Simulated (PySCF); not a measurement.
Static polarisabilities and like-pair C6 coefficients by linear response at CAM-B3LYP/def2-SVPD (PySCF, frozen core in the response, non-relativistic, gas phase), PBE0-D3(BJ)/def2-SVP geometries, one conformer each; atomic units unless stated.

```json
{"species": "`C1C(=CCC=1)C(Cl)(Cl)Cl`", "electrons": "92", "α": "109.0"}
{"species": "`O(BOC(F)(F)F)C(F)F`", "electrons": "80", "α": "50.6"}
{"species": "`Cc1ccon1`", "electrons": "44", "α": "54.5"}
{"species": "`CC#CC[S+](C)(C)=O`", "electrons": "70", "α": "92.0"}
{"species": "`CCOCCCl`", "electrons": "58", "α": "70.0"}
```

Problem. Estimate each like-pair C6, largest first.

Solution. 
```tsv
species	C6	ω̄ = 4·C6/(3α²) (eV)
`C1C(=CCC=1)C(Cl)(Cl)Cl`	4734	14.5
`CC#CC[S+](C)(C)=O`	3529	15.1
`CCOCCCl`	2184	16.2
`O(BOC(F)(F)F)C(F)F`	1463	20.7
`Cc1ccon1`	1288	15.7
```

The order departs from that of α, because the effective excitation energy in the last column differs. London's effective excitation energy ω̄ runs from 14.5 to 20.7 eV here.
